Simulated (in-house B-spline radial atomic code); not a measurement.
## Ionising Ar+ with different functionals

Computed with an all-electron radial atomic-structure program (B-spline basis): scalar-relativistic (spin-free X2C) Hamiltonian, Fermi nucleus of rms radius 3.4274 fm, spin-polarised at highest spin, spherical fractional occupations for the functionals, the average over the highest-spin determinants for Hartree-Fock. The ionisation energy is the difference of two self-consistent energies, [Ne] 3s2 3p5 → [Ne] 3s2 3p4, without Breit or QED terms; ε is the level of the shell that loses the electron (its least bound occupied spin orbital).

Hybrids are left out here: with spherical fractional occupations of an open shell their exact exchange keeps a self-interaction that integer-occupation calculations don't have.

```tsv
method	rung	ΔSCF (eV)	-ε(3p) (eV)
Hartree-Fock	Hartree-Fock	26.37	27.40
LDA VWN5	LDA	27.87	21.70
LDA PW92	LDA	27.87	21.69
LDA exchange-only	LDA	26.15	20.11
PBE	GGA	27.69	21.55
PBEsol	GGA	27.65	21.51
BLYP	GGA	27.57	21.42
RPBE	GGA	?	?
PW91	GGA	27.77	21.62
BP86	GGA	27.81	21.65
AM05	GGA	27.65	21.50
OLYP	GGA	27.61	21.50
TPSS	meta-GGA	27.73	21.64
SCAN	meta-GGA	27.81	21.83
r2SCAN	meta-GGA	?	?
revTPSS	meta-GGA	27.70	21.61
```

Problem. What does r2SCAN give?

Solution. ΔSCF 27.78 eV, and -ε(3p) = 21.80 eV.

Problem. What does RPBE give?

Solution. ΔSCF 27.65 eV, and -ε(3p) = 21.52 eV.

Problem. How do they compare with the NIST value?

Solution. NIST lists 27.630 eV (measured, ground level to ground level). Errors run from -1.48 to +0.24 eV; OLYP is closest (-0.01 eV), but part of that can be cancellation, since the calculations leave out spin-orbit coupling, Breit-QED terms, multiplet and fine-structure energies. Hartree-Fock also lacks correlation.
